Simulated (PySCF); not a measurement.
## How methods differ on the ionisation energy of Mo²⁺

Mo²⁺ [Kr] 4d4 (5D) → Mo³⁺ [Kr] 4d3 (4F), as a difference of total energies. All numbers are calculated (PySCF 2.14, a scalar-relativistic core potential, in def2-TZVPPD with the def2 core potential (28 electrons) (6s4p3d2f1g, 56 functions)). Correlated levels: valence: 4s2 4p6 frozen. The calculations carry no spin-orbit coupling.

```
           method  ionisation energy (eV)
              UHF                  26.081
    MP2 (valence)                  26.605
SCS-MP2 (valence)                  26.256
   CCSD (valence)                  26.668
CCSD(T) (valence)                  26.676
```

Task: How much does correlation contribute at CCSD(T) (valence)?

Result: 26.676 − (26.081) = 0.595 eV, measured against UHF.

The reference lies between the lowest fine-structure levels, while these numbers refer to the centres of the terms.

Errors of the correlated levels include the incompleteness of this basis and the frozen core.

For comparison: 27.13 ± 0.12 eV (semi-empirical (NIST evaluation); NIST Atomic Spectra Database, ionization energies).
